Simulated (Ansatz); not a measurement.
Telling isomers of CH4GeSe apart by their spectra

These gas-phase data were calculated for one isomer of CH4GeSe at PBE0-D3(BJ)/pcseg-1 (harmonic, unscaled wavenumbers; equilibrium rotational constants with average atomic masses):

| Property | Result |
| --- | --- |
| rotational constants | 11.91, 2.301, 2.006 GHz |
| all wavenumbers above 1500 cm⁻¹ | 3258, 3153, 2212, 2198 |

Candidates:

(1) `[CH3][GeH]=[Se]`, a singlet
(2) `[CH2]1[GeH2][Se]1`, a singlet

Assign the data to one candidate and say why.

Candidate (2). 2 modes lie between 1900 and 2250 cm⁻¹, one for each Ge–H bond, while (1) has 1.

The same quantities for all candidates:

```tsv
	rotational constants (GHz)	wavenumbers above 1500 cm⁻¹	E above the lowest, PBE0-D3(BJ)/pcseg-1 (kcal/mol)
(1)	16.5, 1.895, 1.718	3207, 3171, 3070, 2113	0.0
(2)	11.91, 2.301, 2.006	3258, 3153, 2212, 2198	20.9
```

Harmonic stretches to hydrogen usually lie a few per cent above observed fundamentals. Programs: Ansatz 0.2.0.
